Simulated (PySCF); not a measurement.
I3Si, SMILES I[Si](I)I (connectivity only; charge and spin as stated), charge +1, multiplicity 1. Atoms are numbered in the order given.

```xyz
4

I     -2.3670     0.0000     0.0000
Si     0.0000     0.0000     0.0000
I      1.1835    -2.0499     0.0000
I      1.1835     2.0499     0.0000
```
Charge +1, spin multiplicity 1.

Geometry: B3LYP-D3(BJ)/def2-SVP. The spin state was assumed, not searched. The isomer is the one that the SMILES or the coordinates give; other isomers of the formula were not compared. The def2 effective core potentials stand for the cores of I; spin–orbit coupling is left out.

All values below come from PySCF with PBE/def2-TZVP.

Symmetry labels are those of the subgroup C2v that the program uses (full group D3h).

Computed valence orbital energies around the gap with their symmetry:
```json
[
 {"orbital": "HOMO−7", "symmetry": "A1", "energy (eV)": "-14.24"},
 {"orbital": "HOMO−6", "symmetry": "B1", "energy (eV)": "-14.24"},
 {"orbital": "HOMO−5", "symmetry": "B2", "energy (eV)": "-12.94"},
 {"orbital": "HOMO−4", "symmetry": "B1", "energy (eV)": "-12.01"},
 {"orbital": "HOMO−3", "symmetry": "A1", "energy (eV)": "-12.01"},
 {"orbital": "HOMO−2", "symmetry": "A2", "energy (eV)": "-11.87"},
 {"orbital": "HOMO−1", "symmetry": "B2", "energy (eV)": "-11.87"},
 {"orbital": "HOMO", "symmetry": "B1", "energy (eV)": "-11.37"},
 {"orbital": "LUMO", "symmetry": "B2", "energy (eV)": "-8.57"},
 {"orbital": "LUMO+1", "symmetry": "A1", "energy (eV)": "-8.42"},
 {"orbital": "LUMO+2", "symmetry": "A1", "energy (eV)": "-5.67"},
 {"orbital": "LUMO+3", "symmetry": "B1", "energy (eV)": "-5.67"}
]
```
